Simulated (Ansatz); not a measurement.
System: CH₁₃NSi₄, net charge 0, singlet state. SMILES: C[Si]([SiH3])([SiH3])N[SiH3]
Structure (B3LYP-D3(BJ)/def2-TZVP (Ansatz, a program for electronic structure) minimum search):
```
Si
N 1 1.7448
H 2 1.0125 1 114.61
Si 2 1.7279 3 114.86 1 -171.86
H 4 1.4798 2 107.98 3 -158.45
H 4 1.4825 5 110.12 2 -119.34
H 4 1.4851 5 107.89 6 -117.26
C 1 1.8824 2 110.60 3 61.67
H 8 1.0918 1 110.68 2 60.79
H 8 1.0922 9 108.40 1 -121.83
H 8 1.0926 9 108.07 10 -116.58
Si 1 2.3491 2 110.12 3 -177.02
H 12 1.4832 1 111.76 2 55.29
H 12 1.4839 13 108.79 5 58.83
H 12 1.4858 13 108.20 14 117.28
Si 1 2.3520 2 109.38 3 -58.32
H 16 1.4846 1 110.83 2 -64.70
H 16 1.4857 17 108.31 1 123.05
H 16 1.4883 17 107.82 18 116.47
```

Quantity: atomisation energy (electronic, to ground-state atoms); the coupled-cluster value holds the core correlation from cc-pwCVTZ, in kcal/mol. Cores are frozen in the correlated levels unless marked. UHF or UKS for open shells. No spin-orbit coupling. No relativistic terms. CBS marks a two-point X^-3 extrapolation of the correlation energy; Hartree-Fock from the larger set. The bracket is a focal-point correction in the basis named.

Level to compare with: RI-MP2/CBS(aug-cc-pV(T+d)Z,aug-cc-pV(Q+d)Z)+[CCSD(T)-MP2]/aug-cc-pV(T+d)Z plus the core term (Ansatz), 1472.6 kcal/mol. It is a level with limits of its own, and the differences hold the functionals' basis error too.

Q: Rank these functionals by how close they come to RI-MP2/CBS(aug-cc-pV(T+d)Z,aug-cc-pV(Q+d)Z)+[CCSD(T)-MP2]/aug-cc-pV(T+d)Z, closest first: wB97X-V/def2-TZVPD (Ansatz); BLYP/def2-TZVPD (Ansatz); PBE0/def2-TZVPD (Ansatz); PBE/def2-TZVPD (Ansatz).

A: wB97X-V/def2-TZVPD (range-separated hybrid with VV10, 1479.2 kcal/mol, difference 6.6), PBE/def2-TZVPD (GGA, 1447.1 kcal/mol, difference -25.5), PBE0/def2-TZVPD (global hybrid, 1443.1 kcal/mol, difference -29.5), BLYP/def2-TZVPD (GGA, 1425.6 kcal/mol, difference -47.0)
